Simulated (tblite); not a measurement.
C6H17P2 (charge +1).
Bonds: C1–C2, C2–C3, C2–C4, C2–P5, P5–C6, P5–C7, P5–P8. Hydrogens: H9, H10, H11 on C1; H12, H13, H14 on C3; H15, H16, H17 on C4; H18, H19, H20 on C6; H21, H22, H23 on C7; H24, H25 on P8.

Computed with GFN2-xTB (tblite), gas phase: L-BFGS steps from a force-field or distance-geometry start until the largest atomic force falls under 0.01 eV/Å.

Step 69: E = -712.0470 eV
```
atom  x, y, z in Å  |  force x, y, z in eV/Å
C1      1.4426    1.4744    0.1280   -0.001  -0.006   0.001
C2      1.0013    0.0194   -0.0098   -0.001  -0.002   0.010
C3      1.5750   -0.8139    1.1327    0.002  -0.009   0.010
C4      1.4007   -0.5590   -1.3628   -0.002   0.011   0.001
P5     -0.8563   -0.0028    0.1727    0.000   0.006  -0.006
C6     -1.4735   -1.7111    0.1201    0.003   0.003   0.004
C7     -1.6569    0.8541   -1.2232   -0.001  -0.004  -0.010
P8     -1.3652    0.8485    2.1061   -0.028  -0.022  -0.008
H9      2.5270    1.5355    0.0652   -0.008   0.004  -0.004
H10     1.1432    1.8780    1.0972    0.009   0.009  -0.007
H11     1.0301    2.0976   -0.6638    0.004   0.000   0.007
H12     1.3734   -1.8741    0.9964   -0.014  -0.002  -0.001
H13     1.1711   -0.4945    2.0948    0.004  -0.008   0.007
H14     2.6544   -0.6837    1.1699   -0.001  -0.015  -0.005
H15     1.0308    0.0488   -2.1856    0.001   0.014  -0.002
H16     2.4860   -0.5855   -1.4326   -0.001   0.010  -0.004
H17     1.0398   -1.5787   -1.4836    0.007   0.005  -0.004
H18    -2.5634   -1.6942    0.1313   -0.004  -0.003   0.006
H19    -1.1179   -2.2657    0.9869    0.004   0.005   0.014
H20    -1.1391   -2.2032   -0.7921    0.001  -0.004   0.001
H21    -1.3341    1.8931   -1.2682    0.001  -0.004  -0.005
H22    -2.7373    0.8239   -1.0793    0.000   0.001  -0.007
H23    -1.4093    0.3544   -2.1579   -0.004  -0.008  -0.006
H24    -2.7162    0.5370    1.9058    0.018   0.002   0.013
H25    -1.5169    2.1260    1.5611    0.010   0.017  -0.003
```

Step 70: E = -712.0471 eV
```
atom  x, y, z in Å  |  force x, y, z in eV/Å
C1      1.4431    1.4745    0.1294   -0.003  -0.014  -0.002
C2      1.0006    0.0199   -0.0097   -0.003  -0.011   0.010
C3      1.5745   -0.8143    1.1321    0.005  -0.014   0.013
C4      1.3997   -0.5575   -1.3634    0.002   0.011   0.000
P5     -0.8570   -0.0026    0.1722    0.009  -0.002   0.002
C6     -1.4733   -1.7115    0.1220    0.004   0.004   0.002
C7     -1.6564    0.8537   -1.2245   -0.001  -0.004  -0.008
P8     -1.3655    0.8494    2.1053   -0.045  -0.022  -0.014
H9      2.5277    1.5333    0.0658   -0.012   0.010  -0.002
H10     1.1445    1.8776    1.0992    0.011   0.008  -0.012
H11     1.0308    2.0982   -0.6620    0.006   0.003   0.008
H12     1.3724   -1.8745    0.9966   -0.016  -0.003  -0.007
H13     1.1726   -0.4957    2.0952    0.002  -0.002   0.004
H14     2.6541   -0.6853    1.1679    0.000  -0.014  -0.005
H15     1.0302    0.0513   -2.1858   -0.001   0.012   0.001
H16     2.4850   -0.5835   -1.4335    0.000   0.008  -0.003
H17     1.0393   -1.5773   -1.4859    0.007   0.012   0.000
H18    -2.5634   -1.6953    0.1329    0.001  -0.004   0.004
H19    -1.1175   -2.2648    0.9897    0.002   0.010   0.011
H20    -1.1377   -2.2048   -0.7892   -0.002  -0.003   0.002
H21    -1.3326    1.8921   -1.2704    0.004   0.005  -0.002
H22    -2.7364    0.8250   -1.0799   -0.011   0.001  -0.009
H23    -1.4095    0.3539   -2.1591   -0.003  -0.015  -0.010
H24    -2.7170    0.5365    1.9056    0.031   0.003   0.017
H25    -1.5194    2.1260    1.5588    0.012   0.018  -0.001
```

**Question.** Estimate the geometry and energy of step 71. (The exact step hangs on the optimiser's Hessian estimate; all steps are aligned on step 70, rigid shifts and turns removed.)

**Answer.** E = -712.0474 eV, largest force 0.054 eV/Å
```
atom  x, y, z in Å  |  force x, y, z in eV/Å
C1      1.4439    1.4745    0.1315   -0.006  -0.021  -0.005
C2      0.9995    0.0205   -0.0092   -0.003  -0.021   0.007
C3      1.5737   -0.8153    1.1314    0.008  -0.019   0.014
C4      1.3986   -0.5547   -1.3644    0.005   0.009   0.000
P5     -0.8580   -0.0022    0.1713    0.017  -0.012   0.010
C6     -1.4731   -1.7120    0.1249    0.007   0.004   0.001
C7     -1.6557    0.8530   -1.2269   -0.002  -0.003  -0.005
P8     -1.3661    0.8504    2.1039   -0.050  -0.013  -0.017
H9      2.5286    1.5303    0.0665   -0.013   0.018   0.001
H10     1.1468    1.8775    1.1017    0.013   0.005  -0.014
H11     1.0318    2.0991   -0.6593    0.007   0.007   0.008
H12     1.3701   -1.8753    0.9968   -0.018  -0.006  -0.016
H13     1.1748   -0.4981    2.0963   -0.002   0.008  -0.002
H14     2.6535   -0.6882    1.1649    0.003  -0.012  -0.003
H15     1.0296    0.0554   -2.1861   -0.003   0.012   0.007
H16     2.4839   -0.5800   -1.4347    0.001   0.006  -0.001
H17     1.0390   -1.5747   -1.4897    0.006   0.019   0.007
H18    -2.5634   -1.6968    0.1356    0.009  -0.005   0.001
H19    -1.1169   -2.2631    0.9942   -0.002   0.017   0.006
H20    -1.1357   -2.2074   -0.7847   -0.009   0.000   0.005
H21    -1.3304    1.8906   -1.2743    0.008   0.013   0.001
H22    -2.7353    0.8266   -1.0813   -0.021  -0.001  -0.012
H23    -1.4100    0.3527   -2.1614   -0.003  -0.024  -0.011
H24    -2.7178    0.5352    1.9064    0.036   0.005   0.016
H25    -1.5222    2.1264    1.5557    0.012   0.013   0.004
```

The energy changes by -0.0003 eV. The first-order estimate −F·Δx gives -0.0004 eV and the mean of the old and new forces, exact on a quadratic surface, -0.0003 eV. The step makes an angle of 76° with the force vector and moves no atom by more than 0.006 Å.

What follows is the cost of the whole relaxation. On Arm Neoverse V2, one thread, no GPU, on a shared host, this took 1.1 s wall.
